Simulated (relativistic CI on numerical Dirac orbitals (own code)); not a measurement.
d1 in a ligand field

Computed with a parametric ligand-field model of a d^n configuration (Racah B and C, spin-orbit zeta, crystal field), exact diagonalisation.

Field parameters in Wybourne normalisation: Oh B⁴₀ = 21Dq, B⁴₄ = √(5/14) B⁴₀; Td as Oh with Dq negative (B⁴₀ = 21Dq, B⁴₄ = √(5/14) B⁴₀). The field is a parameter set, without covalency.

Lowest levels for B = 360, C = 1730, ζ = 420 cm⁻¹, Oh, 10Dq = 32850 cm⁻¹?

Γ8 0 (S 0.50), Γ7 638 (S 0.50), Γ8 33076 (S 0.50) cm⁻¹, with S from ⟨S²⟩ = S(S + 1). The ground level has 0.00 electrons in the cubic e pair.

Lowest levels for B = 700, C = 2970, ζ = 890 cm⁻¹, Td, 10Dq = -7850 cm⁻¹?

Γ8 0 (S 0.50), Γ8 7719 (S 0.50), Γ7 8897 (S 0.50) cm⁻¹, with S from ⟨S²⟩ = S(S + 1). The ground level has 0.98 electrons in the cubic e pair.

Lowest levels for B = 580, C = 2400, ζ = 80 cm⁻¹, Oh, 10Dq = 13900 cm⁻¹?

Γ8 0 (S 0.50), Γ7 121 (S 0.50), Γ8 13941 (S 0.50) cm⁻¹, with S from ⟨S²⟩ = S(S + 1). The ground level has 0.00 electrons in the cubic e pair.

Lowest levels for B = 680, C = 3290, ζ = 360 cm⁻¹, Td, 10Dq = -7050 cm⁻¹?

Γ8 0 (S 0.50), Γ8 6926 (S 0.50), Γ7 7438 (S 0.50) cm⁻¹, with S from ⟨S²⟩ = S(S + 1). The ground level has 1.00 electrons in the cubic e pair.

Lowest levels for B = 470, C = 1960, ζ = 240 cm⁻¹, Td, 10Dq = -11300 cm⁻¹?

Γ8 0 (S 0.50), Γ8 11195 (S 0.50), Γ7 11548 (S 0.50) cm⁻¹, with S from ⟨S²⟩ = S(S + 1). The ground level has 1.00 electrons in the cubic e pair.
